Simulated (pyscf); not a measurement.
# H₃C–CH₂–In, singlet

Gas-phase minimum from PySCF at ωB97X-D3(BJ)/def2-SVP, one conformer. Other isomers of H₃C–CH₂–In [singlet] were not searched in full and may lie lower. 

SMILES: C[CH2][In]
```xyz
8

C      0.1963     0.8763    -1.1128
C      0.4117     0.3749     0.3219
In     0.3662     2.0840     1.7760
H     -0.7741     1.3926    -1.2269
H      0.9739     1.6001    -1.4169
H      0.2106     0.0669    -1.8651
H     -0.3650    -0.3645     0.5937
H      1.3782    -0.1573     0.4043
```

Bond lengths (Å): C1–C2 1.535, C1–H4 1.105, C1–H5 1.105, C1–H6 1.105, C2–In3 2.244, C2–H7 1.106, C2–H8 1.106. Bond angles (°): C2–C1–H4 111.9, C2–C1–H5 111.9, C2–C1–H6 113.3, H4–C1–H5 106.5, H4–C1–H6 106.5, H5–C1–H6 106.5, C1–C2–In3 110.7, C1–C2–H7 110.4, C1–C2–H8 110.5, In3–C2–H7 109.6, In3–C2–H8 109.6, H7–C2–H8 105.9.

Properties at ωB97X-D3(BJ)/def2-SVP:

```json
{
 "harmonic_wavenumbers_unscaled": "129, 163, 428, 509, 894, 928, 1032, 1185, 1243, 1403, 1440, 1478, 1496, 3027, 3043, 3093, 3103, 3112 cm⁻¹",
 "zero_point_energy": "39.6 kcal/mol",
 "rotational_symmetry_number": "1",
 "Entropy of this conformer at 298 K and 1 atm, rigid rotor and harmonic oscillator, modes under 100 cm⁻¹ raised to 100": "305.8 J/(mol K)",
 "dipole_moment": "0.26 D"
}
```

Single-point totals, which compare only within one level (frozen core for MP2 and CC):

```
level                   total energy (hartree)
----------------------  ----------------------
ωB97X-D3(BJ)/def2-TZVP              -269.48592
PBE/def2-TZVP                       -269.25971
r²SCAN/def2-TZVP                    -269.38730
B3LYP-D3(BJ)/def2-TZVP              -269.46056
PBE0-D3(BJ)/def2-TZVP               -269.27593
M06-2X/def2-TZVP                    -269.25615
ωB97M-D3(BJ)/def2-TZVP              -269.42118
HF/def2-TZVPP                       -267.87250
MP2/def2-TZVPP                      -268.50326
CCSD/def2-TZVPP                     -268.52335
CCSD(T)/def2-TZVPP                  -268.54651
```

Soft torsions are taken as harmonic, which can shift the entropy by several J/(mol K). The CCSD(T) − MP2 part came from Ansatz, without density fitting, on the same reference. The frozen core leaves the outer d or s,p core shells of the metals and heavy elements correlated in the MP2 and CC values, and def2-TZVPP describes them poorly, so these totals are far from the basis limit. Elements past Kr carry the def2 core potentials, without spin-orbit coupling.
